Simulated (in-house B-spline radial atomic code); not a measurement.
# RPA and G0W0 on LDA VWN5: Ge IV (Ge3+)

Configuration [Ar] 3d10 4s1, highest spin, mean-field start LDA VWN5. Computed with a B-spline radial code for spherical atoms: all electrons, scalar-relativistic (spin-free one-electron X2C), finite nucleus, each spin shell either full or empty, empty states to l = 9 with an (l + 1/2)⁻⁴ tail; G0W0 by contour deformation at full frequency.

RPA overbinds a lone outer s electron by self-correlation, and G0W0 tends to as well.

Command:
```bash
python run_gw.py task.json out
```
Settings (radii: box in bohr, nucleus in fm):
```
Z                        32
electrons                29
configuration            [Ar] 3d10 4s1
hamiltonian              x2c
method                   lda,vwn
lmax                     9
rms_radius               4.0742
spin_polarised           True
box_radius               14.14
intervals                69
ion_configuration        [Ar] 3d10
```

Run time, properties included: 8.5 s on 1 thread of Arm Neoverse N1 (shared host).

Energies (hartree):

```json
{"term": "mean-field total", "value": "-2093.36255"}
{"term": "Hartree-Fock functional on these orbitals", "value": "-2095.05937"}
{"term": "direct second order", "value": "-2.6278"}
{"term": "second-order exchange", "value": "0.76552"}
{"term": "SOSEX correction", "value": "0.69315"}
```

Problem. What is the RPA correlation energy, and what remains with SOSEX?

Solution. RPA gives -2.2231 hartree (-2.09 eV per electron); RPA + SOSEX gives -1.5299, and the second-order doubles -1.8623 hartree (no singles). SOSEX takes back 31 % of the RPA value.

Quasi-particle levels (eV):

```csv
level,occupied,mean field,Σx - vxc,Σc,QP weight,G0W0
4s up,yes,-41.53,-3.54,?,?,?
3d down,yes,-63.30,-15.06,3.53,0.897,-74.83
4s down,no,-39.95,8.26,-2.67,0.936,-34.37
```

G0W0 = mean field + (Σx - vxc) + Σc, with Σc (partial-wave tail included) taken at the quasi-particle energy. Only the outer levels were computed. Levels of low weight are left out.

Problem. Where does G0W0 put 4s up?

Solution. At -46.75 eV, with Σc = -1.69 eV and a quasi-particle weight of 0.963. The tabulated removal energy is 45.715 ± 0.0012 eV (NIST, measured); the calculation leaves out spin-orbit coupling, Breit and QED terms, and what these don't explain is the method's own error.

Problem. What does it cost to remove one electron (to [Ar] 3d10) by differences of total energies, each species on its own start (correlation terms add to the Hartree-Fock functional)?

Solution. LDA VWN5 47.03 eV, Hartree-Fock functional 44.47 eV, + RPA 46.37 eV, + RPA + SOSEX 45.59 eV, + second order 46.27 eV. Tabulated: 45.715 ± 0.0012 eV (NIST, measured); the calculation leaves out spin-orbit coupling, Breit and QED terms, and what these don't explain is the method's own error.
